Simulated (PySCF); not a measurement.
Gas-phase reaction: 3 I2 + 2 AlCl3 → 2 AlI3 + 6 Cl

Computed with PySCF and rigid-rotor harmonic-oscillator thermochemistry at 1 bar. Table values come from the NASA 1993 polynomials. After a fit of one offset per element over all species, the range-separated, M06-2X, PBE0/def2-QZVP and CCSD(T)/def2-TZVPP enthalpies, where run, lie to one side of the table for I2 (+16 kJ/mol): a fault of the table's entry, another state or a shared error of the levels is possible; this was not checked at source. † marks an energy on the PBE0/def2-TZVP geometry and frequencies; other levels use their own. Open shells (unrestricted): Cl (multiplicity 2); the rest are closed-shell singlets. Spin-orbit splitting is ignored; it lowers the true energy and changes the entropy of Cl. I: scalar-relativistic def2 core potential, no spin-orbit coupling. The table's entry may be an old estimate for AlCl3, AlI3 (not checked at source).

PBE/def2-SVP gives ΔH°(298 K) = 1337.7 kJ.

Question: What does PBE0/def2-SVP† give, and where does the table lie?

Answer: PBE0/def2-SVP†: 1262.8 kJ. Table: 1323.1 kJ.
